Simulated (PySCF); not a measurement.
# Calcium: a sound run and one with changed settings

Sound run: Ca [Ar] 4s2, Ca⁺ [Ar] 4s1. Calculation: PySCF 2.14, in cc-pVDZ-X2C (5s4p2d, 27 functions); scalar relativity by spin-free X2C-1e. In the sound run the correlated levels freeze [Ar]. The sound run starts from symmetry-adapted Hartree-Fock orbitals and uses a fine grid where one is needed.

Changed run: initial guess atom, at most 50 SCF cycles, level shift 0.5 hartree.

| species | method | sound run (hartree) | changed run (hartree) | converged |
| --- | --- | --- | --- | --- |
| Ca | UHF | -679.62917 | -679.62917 | yes |
| Ca | M06-2X | -680.47437 | -680.47437 | yes |
| Ca | PBE | -680.22985 | -680.22985 | yes |
| Ca | MP2 | -679.64649 | -679.63546 | yes |
| Ca | CCSD(T) | -679.65703 | -679.65703 | yes |
| Ca⁺ | UHF | -679.44005 | -679.44005 | yes |
| Ca⁺ | M06-2X | -680.24238 | -680.24238 | yes |
| Ca⁺ | PBE | -680.00449 | -680.00449 | yes |

Ionisation energy of Ca:

| method | sound run (eV) | changed run (eV) |
| --- | --- | --- |
| UHF | 5.146 | 5.146 |
| M06-2X | 6.313 | 6.313 |
| PBE | 6.132 | 6.132 |
| MP2 | 5.617 | 5.317 |
| SCS-MP2 | 5.712 | 5.352 |
| CCSD | 5.904 | 5.904 |
| CCSD(T) | 5.904 | 5.904 |
| CCSDT | 5.904 | 5.904 |
| FCI | 5.904 | 5.904 |

A level shift leaves the converged SCF energy unchanged but raises the virtual orbital energies, which shrinks MP2 if it is not removed.

For comparison, NIST gives 6.113 eV between the lowest levels.
